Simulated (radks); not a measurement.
Values are calculated unless marked as measured or tabulated.
Coulomb parameter of the 4d shell of the technetium ion Tc2+ in the model configuration [Kr] 4d3.5 5s1.5, as a second difference U = [E(n + 0.5) + E(n - 0.5) - 2 E(n)] / (0.5)^2 with all orbitals relaxed. "Bare": the charge of the atom changes with n. "Screened": the 5s shell takes up the change at fixed total charge, which measures U(4d,4d) + U(5s,5s) - 2 U(4d,5s). Level of theory: Dirac Kohn-Sham, BLYP, spin-unpolarised, spherical densities, point nucleus; open shells are shared between the two j in proportion to 2j + 1 (a radial shooting solver on a logarithmic mesh with Libxc functionals).

case              configuration  E - E(n) (eV)
start          [Kr] 4d3.5 5s1.5          0.000
bare +0.5        [Kr] 4d4 5s1.5        -12.028
bare -0.5        [Kr] 4d3 5s1.5         15.169
screened +0.5      [Kr] 4d4 5s1         -2.966
screened -0.5      [Kr] 4d3 5s2          3.431

U(bare) = 12.565 eV, U(screened by 5s) = 1.858 eV.
